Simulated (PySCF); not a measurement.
PySCF job for BH, SMILES [BH] (connectivity only; charge and spin as stated), neutral, multiplicity 1, ADC(3)/aug-cc-pVDZ. Geometry optimised at PBE0-D3(BJ)/def2-TZVPD.

```python
import numpy as np
from pyscf import gto, scf, dft, adc

mol = gto.M(
    atom='''
    B     0.00000000    0.00000000   -0.20686521
    H     0.00000000    0.00000000    1.03432604
    ''',
    basis='aug-cc-pVDZ',
    charge=0,
    spin=0,
    max_memory=1600,
    verbose=4,
)
mf = scf.RHF(mol)
mf.conv_tol = 1e-10
mf.max_cycle = 100
mf.kernel()
res = {}
for kind, nroots in (('ee', 6), ('ip', 6), ('ea', 2)):
    a = adc.ADC(mf).density_fit('aug-cc-pvdz-ri')
    a.method, a.method_type = 'adc(3)', kind
    e, v, p, x = a.kernel(nroots=nroots)
    res[kind] = (e * 27.211386245988, p)
a = adc.ADC(mf).density_fit('aug-cc-pvdz-ri')
a.method, a.method_type, a.ncvs = 'adc(2)-x', 'ip', 1
e, v, p, x = a.kernel(nroots=1)
res['core ip, CVS-ADC(2)-x'] = (e * 27.211386245988, p)
for kind, (e, p) in res.items():
    print(kind, 'energies / eV', np.round(e, 3), 'strengths', np.round(p, 4))
```

Log of the run:

```
PySCF version 2.14.0

[INPUT] verbose = 4
[INPUT] num. atoms = 2
[INPUT] num. electrons = 6
[INPUT] charge = 0
[INPUT] spin (= nelec alpha-beta = 2S) = 0
[INPUT] symmetry False subgroup None
[INPUT] Mole.unit = angstrom
[INPUT] Symbol           X                Y                Z      unit          X                Y                Z       unit  Magmom
[INPUT]  1 B      0.000000000000   0.000000000000  -0.206865210000 AA    0.000000000000   0.000000000000  -0.390918591601 Bohr   0.0
[INPUT]  2 H      0.000000000000   0.000000000000   1.034326040000 AA    0.000000000000   0.000000000000   1.954592939106 Bohr   0.0

nuclear repulsion = 2.13173115311601
number of shells = 13
number of NR pGTOs = 46
number of NR cGTOs = 32
basis = aug-cc-pVDZ
ecp = {}


[settings echo left out]
init E= -24.9040246909381
  HOMO = -0.167738947271596  LUMO = 0.00252633331458122  gap/eV = 4.63315
cycle= 1 E= -25.1086852191062  delta_E= -0.205  |g|= 0.164  |ddm|= 1.05
  HOMO = -0.368756665491556  LUMO = 0.0110134909357905  gap/eV = 10.33407
cycle= 2 E= -25.1249716795405  delta_E= -0.0163  |g|= 0.0404  |ddm|= 0.406
  HOMO = -0.345979768324694  LUMO = 0.0274393263354582  gap/eV = 10.16125
cycle= 3 E= -25.1262342964038  delta_E= -0.00126  |g|= 0.0122  |ddm|= 0.131
  HOMO = -0.347615823419422  LUMO = 0.0269224833666141  gap/eV = 10.19171
cycle= 4 E= -25.1263964866251  delta_E= -0.000162  |g|= 0.00161  |ddm|= 0.0591
  HOMO = -0.347606841783916  LUMO = 0.0267925287831377  gap/eV = 10.18793
cycle= 5 E= -25.1264005846097  delta_E= -4.1e-06  |g|= 0.000241  |ddm|= 0.01
  HOMO = -0.347628864878043  LUMO = 0.0267732643329363  gap/eV = 10.18800
cycle= 6 E= -25.1264006813112  delta_E= -9.67e-08  |g|= 3.89e-05  |ddm|= 0.00222
  HOMO = -0.347633215447432  LUMO = 0.026767903754726  gap/eV = 10.18797
cycle= 7 E= -25.1264006827259  delta_E= -1.41e-09  |g|= 3.59e-06  |ddm|= 0.000306
  HOMO = -0.34763281306282  LUMO = 0.0267681422826882  gap/eV = 10.18797
cycle= 8 E= -25.1264006827366  delta_E= -1.07e-11  |g|= 5.8e-07  |ddm|= 2.98e-05
  HOMO = -0.347632812001791  LUMO = 0.026768069443059  gap/eV = 10.18797
Extra cycle  E= -25.1264006827369  delta_E= -2.42e-13  |g|= 1.96e-07  |ddm|= 5.62e-06
converged SCF energy = -25.1264006827369

******** <class 'pyscf.adc.radc.RADC'> ********
******** ADC Orbital Information ********
Number of Frozen Occupied Orbitals: 0
Number of Frozen Virtual Orbitals: 0
Number of Active Occupied Orbitals: 3
Number of Active Virtual Orbitals: 29
*****************************************
******** <class 'pyscf.df.df.DF'> ********
auxbasis = aug-cc-pvdz-ri
Reference correlation energy (doubles): -0.08180525
MP3 correlation energy of reference state (a.u.) = -0.08180525

******** <class 'pyscf.adc.radc_ee.RADCEE'> ********
max_space = 12
max_cycle = 50
conv_tol = 1e-08

*************************************************************
        ADC calculation summary (singlet states only)
*************************************************************
adc(3) root 0  |  Energy (Eh) =   0.0980588377  |  Energy (eV) =   2.66831688  |  Osc. strength = 0.02811713  |  conv = True
adc(3) root 1  |  Energy (Eh) =   0.0980588377  |  Energy (eV) =   2.66831688  |  Osc. strength = 0.02811713  |  conv = True
adc(3) root 2  |  Energy (Eh) =   0.2012245010  |  Energy (eV) =   5.47559757  |  Osc. strength = 0.02039684  |  conv = True
adc(3) root 3  |  Energy (Eh) =   0.2297284167  |  Energy (eV) =   6.25122863  |  Osc. strength = 0.10923947  |  conv = True
adc(3) root 4  |  Energy (Eh) =   0.2685906778  |  Energy (eV) =   7.30872461  |  Osc. strength = 0.02277679  |  conv = True
adc(3) root 5  |  Energy (Eh) =   0.2685906779  |  Energy (eV) =   7.30872462  |  Osc. strength = 0.02277679  |  conv = True

******** <class 'pyscf.adc.radc.RADC'> ********
******** ADC Orbital Information ********
Number of Frozen Occupied Orbitals: 0
Number of Frozen Virtual Orbitals: 0
Number of Active Occupied Orbitals: 3
Number of Active Virtual Orbitals: 29
*****************************************
******** <class 'pyscf.df.df.DF'> ********
auxbasis = aug-cc-pvdz-ri
Reference correlation energy (doubles): -0.08180525
MP3 correlation energy of reference state (a.u.) = -0.08180525

******** <class 'pyscf.adc.radc_ip.RADCIP'> ********
max_space = 12
max_cycle = 50
conv_tol = 1e-08

*************************************************************
        ADC calculation summary (doublet states only)
*************************************************************
adc(3) root 0  |  Energy (Eh) =   0.3464105533  |  Energy (eV) =   9.42631129  |  Spec. factor = 1.81072586  |  conv = True
adc(3) root 1  |  Energy (Eh) =   0.4329752469  |  Energy (eV) =  11.78185658  |  Spec. factor = 0.01127041  |  conv = True
adc(3) root 2  |  Energy (Eh) =   0.4329752471  |  Energy (eV) =  11.78185659  |  Spec. factor = 0.01127041  |  conv = True
adc(3) root 3  |  Energy (Eh) =   0.6214257898  |  Energy (eV) =  16.90985705  |  Spec. factor = 1.64602752  |  conv = True
adc(3) root 4  |  Energy (Eh) =   0.6926884482  |  Energy (eV) =  18.84901275  |  Spec. factor = 0.00584995  |  conv = True
adc(3) root 5  |  Energy (Eh) =   0.6926884490  |  Energy (eV) =  18.84901278  |  Spec. factor = 0.00584994  |  conv = True

******** <class 'pyscf.adc.radc.RADC'> ********
******** ADC Orbital Information ********
Number of Frozen Occupied Orbitals: 0
Number of Frozen Virtual Orbitals: 0
Number of Active Occupied Orbitals: 3
Number of Active Virtual Orbitals: 29
*****************************************
******** <class 'pyscf.df.df.DF'> ********
auxbasis = aug-cc-pvdz-ri
Reference correlation energy (doubles): -0.08180525
MP3 correlation energy of reference state (a.u.) = -0.08180525

******** <class 'pyscf.adc.radc_ea.RADCEA'> ********
max_space = 12
max_cycle = 50
conv_tol = 1e-08

*************************************************************
        ADC calculation summary (doublet states only)
*************************************************************
adc(3) root 0  |  Energy (Eh) =  -0.0050108628  |  Energy (eV) =  -0.13635252  |  Spec. factor = 1.74617659  |  conv = True
adc(3) root 1  |  Energy (Eh) =  -0.0050108628  |  Energy (eV) =  -0.13635252  |  Spec. factor = 1.74617659  |  conv = True

******** <class 'pyscf.adc.radc.RADC'> ********
******** ADC Orbital Information ********
Number of Frozen Occupied Orbitals: 0
Number of Frozen Virtual Orbitals: 0
Number of Active Occupied Orbitals: 3
Number of Active Virtual Orbitals: 29
*****************************************
******** <class 'pyscf.df.df.DF'> ********
auxbasis = aug-cc-pvdz-ri
Reference correlation energy (doubles): -0.06385643
MP2 correlation energy of reference state (a.u.) = -0.06385643

******** <class 'pyscf.adc.radc_ip_cvs.RADCIPCVS'> ********
max_space = 12
max_cycle = 50
conv_tol = 1e-08

*************************************************************
        ADC calculation summary (doublet states only)
*************************************************************
adc(2)-x root 0  |  Energy (Eh) =   7.4429470139  |  Energy (eV) = 202.53290432  |  Spec. factor = 1.58726799  |  conv = True
ee energies / eV [2.668 2.668 5.476 6.251 7.309 7.309] strengths [0.0281 0.0281 0.0204 0.1092 0.0228 0.0228]
ip energies / eV [ 9.426 11.782 11.782 16.91  18.849 18.849] strengths [1.8107 0.0113 0.0113 1.646  0.0058 0.0058]
ea energies / eV [-0.136 -0.136] strengths [1.7462 1.7462]
core ip, CVS-ADC(2)-x energies / eV [202.533] strengths [1.5873]
```

Self-consistency was reached.
